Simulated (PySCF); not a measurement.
Calculated NMR parameters of CC(=O)[Si@@H]1C=CCN1

```
Formula                               : C5H9NOSi
SMILES                                : CC(=O)[Si@@H]1C=CCN1
InChI                                 : InChI=1S/C5H9NOSi/c1-5(7)8-4-2-3-6-8/h2,4,6,8H,3H2,1H3/t8-/m0/s1
Point group of the computed structure : C1
Degrees of unsaturation               : 3
Carbon signals                        : 5
Proton signals                        : 7
```

Atoms are numbered as in `[CH3:1][C:2](=[O:3])[Si@@H:4]1[CH:5]=[CH:6][CH2:7][NH:8]1` (H(Xn): hydrogen on atom n). Ha(C7) is cis to C2 on the ring; Hb(C7) is trans to C2 on the ring.

PySCF calculation with σ from GIAO-PBE0/pcSseg-1 and structure optimised with GFN2-xTB; relativity neglected, a single conformation, gas phase, one averaged value for each set of equivalent atoms.

δ = σ(ref) − σ, references computed at the same level: 1H (σ = 31.72 ppm), 13C (σ = 186.93 ppm), 29Si (σ = 349.16 ppm) against TMS; NH3 for 15N (σ = 267.73 ppm); 17O (σ = 336.08 ppm) vs H2O.

| carbon | δC, type | δH (multiplicity) | HMBC from (2–3 bonds) | span of the C tensor (ppm) |
| --- | --- | --- | --- | --- |
| C1 | 39.1, CH3 | 2.52 (s) | H(Si4) | 72 |
| C2 | 247.8, C | – | H(C5), H(Si4), H(C1) | 265 |
| C5 | 131.5, CH | 6.18 (m) | H(C6), H(Si4), Ha(C7), Hb(C7) | 215 |
| C6 | 158.9, CH | 7.36 (m) | H(C5), H(Si4), Ha(C7), Hb(C7) | 243 |
| C7 | 58.5, CH2 | Hb(C7) 4.30 (m); Ha(C7) 4.37 (m) | H(C6), H(C5), H(Si4) | 41 |

Other nuclei:
| atoms | nucleus | environment | δ (ppm) | σ (ppm) |
| --- | --- | --- | --- | --- |
| H(Si4) | 1H | hydrogen on a silicon bonded to 2 C, N, in a 5-membered ring | 5.03 | 26.69 |
| H(N8) | 1H | hydrogen on a nitrogen bonded to C, Si, in a 5-membered ring | 0.70 | 31.02 |
| Si4 | 29Si | silicon bonded to 2 C, N, H, in a 5-membered ring | -31.2 | 380.4 |
| N8 | 15N | nitrogen bonded to C, Si, H, in a 5-membered ring | 33.3 | 234.4 |
| O3 | 17O | carbonyl oxygen | 871.0 | -534.9 |

- Carbon types of the structure: 1 × C, 2 × CH, 1 × CH2, 1 × CH3, leaving 2 H on heteroatoms.
- δC 247.8: carbonyl carbon.
- δC 158.9, 131.5: alkene CH; an sp2 carbon of a C=C bond.
- δC 58.5: allylic sp3 CH2 bonded to N; deshielded by the electronegative neighbour.
- δC 39.1: methyl carbon α to a carbonyl; α to the electron-withdrawing carbonyl group.
- δH 0.70: hydrogen on a nitrogen bonded to C, Si, in a 5-membered ring; exchangeable, gas-phase position.

OH and NH positions are those of a molecule without intermolecular hydrogen bonds; in solution they move with solvent, concentration and temperature, and exchange usually removes their couplings. Shifts are as computed. Against solution values, carbons near 30 ppm lie about +3 ppm off and those near 130 ppm about +5 ppm. Of 1309 compounds with measured shifts, 239 miss one by over three times the rms of a fit or turn the order of signals round; such compounds aren't used in these exercises. Unscaled 17O shifts of doubly bonded oxygen tend to come out too high, by tens of ppm or more. Experimental scales use liquid or dissolved standards, which lie at an offset from isolated NH3 (liquid NH3: subtract about 20 ppm) and H2O (liquid H2O: subtract about 36 ppm). Multiplicities follow the n + 1 count of equivalent neighbours, as no J values were calculated; m marks all less simple cases, F and P coupling included.
